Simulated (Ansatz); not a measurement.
`[OH][Ga]([F])[F]` → `[F][Ga][F]`• + `[OH]`• at 298.15 K and 1 bar (homolysis of the Ga–O bond).

Isolated molecules relaxed with PBE0-D4/def2-TZVP in Ansatz; ΔE leaves out vibrations. CBS: MP2 limit from def2 TZ/QZ plus the TZ coupled-cluster correction, frozen cores. This one scheme is used for every species. No spin–orbit coupling; open shells (•) take unrestricted orbitals. For Ga outer-core shells are correlated without core-valence functions, which leaves a few kJ/mol of doubt a bond. Scalar relativity is left out up to krypton. One conformer a species, not always the lowest.

| species | CCSD(T)/CBS energy (Eh) | H − E (kJ/mol) | S (J/(mol·K)) |
| --- | --- | --- | --- |
| `[OH][Ga]([F])[F]` | -2199.41346 | 63.3 | 313.3 |
| `[F][Ga][F]`• | -2123.56307 | 21.1 | 279.0 |
| `[OH]`• | -75.67771 | 31.1 | 184.0 |

H − E and S are ideal-gas, rigid-rotor, harmonic terms from PBE0-D4/def2-TZVP, for one conformer and one mirror image of each species, with the whole ground term of open shells counted as degenerate. 1 Eh = 2625.50 kJ/mol, R = 8.31446 J/(mol·K).

**Question.** By hand: ΔE, ΔH, ΔS and ΔG.

**Answer.** ΔE = (-2123.56307) + (-75.67771) − (-2199.41346) = 0.17268 Eh = 453.4 kJ/mol. Δ(H − E) = 21.1 + 31.1 − 63.3 = -11.1, so ΔH = 442.3 kJ/mol. ΔS = 279.0 + 184.0 − 313.3 = 149.7 J/(mol·K). ΔG = 442.3 − 298.15 × (149.7)/1000 = 397.7 kJ/mol.

**Question.** By hand: the equilibrium constant, and the temperature at which ΔG would vanish if ΔH and ΔS stayed fixed.

**Answer.** log₁₀ K = −ΔG/(RT ln 10) = -69.7. ΔG = 0 at ΔH/ΔS = 2955 K, far beyond where these terms or the molecules hold.

The number of gas molecules changes by +1, which sets the sign of ΔS. A doubt of 5 kJ/mol in ΔE shifts log₁₀ K by 0.9 here. Other conformers and mirror images would add mixing entropy, several J/(mol·K) or more a flexible species. These are equilibria of isolated gas molecules and say nothing of rates. Largest T1 diagnostic: 0.017 (customary marks: 0.02 for closed shells, 0.045 for open ones).
